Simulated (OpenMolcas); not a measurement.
## F VI: effect of the IPEA shift

- Program: OpenMolcas
- Basis: ANO-RCC-VTZP [4s3p2d1f]
- Scalar Hamiltonian: DKH2, point nucleus
- Active space: 2 electrons in 8 orbitals (2s 2p 3s 3p)
- State averaging: 2S+1 = 3 even, 3 roots; 2S+1 = 1 even, 6 roots; 2S+1 = 3 odd, 3 roots; 2S+1 = 1 odd, 3 roots
- Spin-orbit coupling: RASSI with atomic mean-field integrals over the reference wave functions, term energies averaged over their components

Methods on the same reference wave functions:
A. CASSCF
B. SS-CASPT2, IPEA 0 Eh, imaginary shift 0.1 Eh (closed shells correlated: 1s)
C. SS-CASPT2, IPEA 0.25 Eh, imaginary shift 0.1 Eh (closed shells correlated: 1s)

Energies in cm⁻¹ above 2s² ¹S₀, the measured ground level; measured values from Moore, Atomic Energy Levels, vol. I, NSRDS-NBS 35 (1971 reprint of NBS Circular 467, 1949).

```tsv
Level	A	B	C	Measured
2s² ¹S₀	0.0	0.0	0.0	0.0
2s 2p ³P°₀	97715	96732	96740	
2s 2p ³P°₁	97992	97009	97017	96861
2s 2p ³P°₂	98549	97566	97575	97437
2s 2p ¹P°₁	198931	189813	189876	
2p² ³P₀	253773	252195	252205	
2p² ³P₁	254047	252469	252480	251635
2p² ³P₂	254591	253011	253022	252145
```

Deviations, from unrounded energies. A percentage is the sum of absolute deviations over the sum of measured energies, with the sign that they share, or ± where signs differ.

```csv
Against measurement,Levels,A,B,C
mean absolute deviation (cm-1),4,1800,490,500
other configurations (%),4,+1.0,+0.3,+0.3
```

B, C lie about equally close to measurement and A furthest from it. The largest miss of B in the table is 2p² ³P₂, by +870 cm-1. The ranking rests on the paired levels alone, and a cruder setting can come out closer through cancelling errors.

Between B and C the level of the table that moves most is 2s 2p ¹P°₁, by 63 cm-1 (lowest in B, highest in C).

The lowest spin-free term lies below A's lowest term by 0.005 hartree in B, 0.005 hartree in C.

Active for correlation alone: 3p 3s; no level in the range computed is led by a configuration that fills them, so any true level of that kind is missing. Computed and measured levels are paired by configuration, term and J; levels that our copy of the source lacks, or whose pairing is in doubt (as where it misses far off the trend of its configuration), stay unpaired and out of the deviations. Levels of configurations outside the active space are missing. Levels that lie high or do not pair safely by name in every column are left out.

° marks odd parity.
